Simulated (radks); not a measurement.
Initial-state core-level shifts of the nickel ion Ni2+ when its valence configuration changes from [Ar] 3d8. All-electron calculation, scalar-relativistic Kohn-Sham, LDA (Slater exchange, Perdew-Wang correlation), spin-polarised, spherical densities, point nucleus; open shells are filled with parallel spins first. Program: a radial shooting solver on a logarithmic mesh with Libxc functionals. Shifts are changes of the shell-averaged eigenvalues in eV (positive: less bound).

\begin{tabular}{lrrrr}
valence & 1s & 2s & 3s & 3p \\ \hline
3d7.5 4s0.5 & -3.684 & -4.115 & -3.555 & -3.459 \\
3d6.5 4s0.5 4p1 & -13.213 & -14.595 & -12.563 & -12.248 \\
3d6.5 4s1.5 & -11.948 & -13.349 & -11.288 & -10.985 \\
3d7 4p1 & -9.040 & -9.893 & -8.706 & -8.501 \\
3d7 4s1 & -7.617 & -8.522 & -7.275 & -7.077 \\
3d5 4s1 4p2 & -28.538 & -31.750 & -26.231 & -25.556 \\
3d6 4p2 & -18.976 & -20.902 & -17.904 & -17.466 \\
3d5.5 4s1.5 4p1 & -22.534 & -25.073 & -20.896 & -20.355 \\
3d7.5 4p0.5 & -4.412 & -4.811 & -4.288 & -4.190 \\
\end{tabular}
